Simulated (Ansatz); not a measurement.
Relaxation of AlFH5OSi (9 atoms, charge 1, multiplicity 1), to a largest force component of 0.02 eV/Å in at most 50 steps.

Method: Ansatz, UKS BLYP-D4/6-31G.

```xyz
9
Properties=species:S:1:pos:R:3
F -1.158 2.365 -1.579
Al -0.531 0.866 -1.510
O -0.139 0.445 0.171
Si 0.531 -1.033 1.074
H -0.226 -0.177 -2.520
H -0.923 1.295 -2.936
H 1.830 -0.500 1.464
H 0.491 -2.003 -0.013
H -0.488 -1.130 2.114
```

Q: Where does it end, and by what steps?

A: The forces met the threshold. Limits of this set-up: no polarisation functions, the dipole of an ion depends on the origin. After 12 steps the energy has fallen by 4.225 eV; Al2 moved furthest, 0.62 Å. Parted: Al2–H5, Al2–H6. Joined: H5–H6.

| step | energy less start (eV) | largest force component (eV/Å) | accepted |
| --- | --- | --- | --- |
| 0 | 0.0000 | 6.880 | yes |
| 1 | -1.0062 | 4.489 | yes |
| 2 | -1.8024 | 2.901 | yes |
| 3 | -2.7410 | 2.357 | yes |
| 4 | -3.6678 | 2.834 | yes |
| 5 | -3.6146 | 6.532 | no |
| 6 | -3.9731 | 1.068 | yes |
| 7 | -4.1071 | 0.446 | yes |
| 8 | -4.1734 | 0.220 | yes |
| 9 | -4.2011 | 0.267 | yes |
| 10 | -4.2157 | 0.094 | yes |
| 11 | -4.2238 | 0.058 | yes |
| 12 | -4.2245 | 0.014 | yes |

```xyz
9
Properties=species:S:1:pos:R:3
F -1.373 2.748 -1.587
Al -0.690 1.286 -1.085
O -0.088 0.134 -0.069
Si 0.544 -1.072 1.095
H -0.374 0.199 -2.902
H -0.675 0.827 -3.217
H 1.890 -0.546 1.496
H 0.608 -2.356 0.322
H -0.456 -1.093 2.212
```

Whether the end is a true minimum wasn't checked by a vibrational analysis.

Run time: 51 s on 1 thread of Arm Neoverse V2, on a shared host, peak memory 0.18 GiB.
